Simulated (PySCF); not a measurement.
## Cl⁺: ionisation energy

Cl⁺ [Ne] 3s2 3p4 (3P) → Cl²⁺ [Ne] 3s2 3p3 (4S), as a difference of total energies. All numbers are calculated (PySCF 2.14, the non-relativistic Hamiltonian (point nucleus), in aug-cc-pV(Q+d)Z). Correlated levels: valence: [Ne] frozen. The calculations carry no spin-orbit coupling.

```csv
method,ionisation energy (eV)
UHF,22.597
LDA,23.983
PBE,23.850
PBE0,23.845
r2SCAN,23.807
LC-wPBE,24.003
PBEsol,23.775
revPBE,23.817
M06,23.772
MP2 (valence),23.496
SCS-MP2 (valence),23.604
```

**Question.** How much does correlation contribute at MP2 (valence)?

**Answer.** 23.496 − (22.597) = 0.899 eV, measured against UHF.

A first-order spin-orbit estimate (lowest level to lowest level, LS coupling) adds 0.039 eV.

Errors of the correlated levels include the incompleteness of this basis and the frozen core.

For comparison: 23.814 eV (measured; NIST Atomic Spectra Database, ionization energies).
